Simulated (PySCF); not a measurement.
Assigning NMR signals

Mapped SMILES: `[cH:1]1[cH:2][cH:3][c:4]2[c:5]([cH:6]1)-[c:7]1[cH:8][cH:9][cH:10][cH:11][c:12]1-2`. Each H is labelled by its parent atom.

All values are calculated (PySCF 2.14.0 with density-fitted response routines): geometry: GFN2-xTB, PBE0/pcSseg-1 with gauge-including orbitals. Averaged over atoms made equivalent by symmetry, fast rotation or ring inversion, no solvent, a single conformation, relativity neglected.

Scale: TMS for $^{13}$C, $^{1}$H (reference shieldings calculated alike).

Problem. Assign these signals to the numbered atoms. $^{13}$C{$^{1}$H} NMR (computed): δ 158.6 (C), 134.0 (CH), 122.3 (CH).

Solution. 
| δ (ppm) | atoms | environment | reason |
| --- | --- | --- | --- |
| 158.6 | C4/C5/C7/C12 | substituted aromatic carbon | – |
| 134.0 | C1/C2/C9/C10 | aromatic CH | the aromatic region |
| 122.3 | C3/C6/C8/C11 | aromatic CH | – |

Problem. Assign these signals to the numbered atoms. $^{1}$H NMR (400 MHz, computed): δ 6.89 (m, 4H), 6.82 (m, 4H).

Solution. 
| δ (ppm) | atoms | environment | reason |
| --- | --- | --- | --- |
| 6.89 | H(C1)/H(C2)/H(C9)/H(C10) | hydrogen on an aromatic CH | ring-current deshielding |
| 6.82 | H(C3)/H(C6)/H(C8)/H(C11) | hydrogen on an aromatic CH | – |

H(C1)/H(C2)/H(C9)/H(C10) and H(C3)/H(C6)/H(C8)/H(C11) lie closer than the usual error of such a calculation, so a measured spectrum could show them in the other order.

Shifts are as computed. Against solution values, carbons near 30 ppm lie about +3 ppm off and those near 130 ppm about +5 ppm. Of 1211 compounds with measured shifts, 218 miss one by over three times the rms of a fit or turn the order of signals round; such compounds aren't used in these exercises. No couplings were computed; multiplicities are counted from neighbouring protons, with m where these are inequivalent, close in shift, in a saturated or five-membered ring or joined by F or P, and br s for small geminal =CH2 splittings.
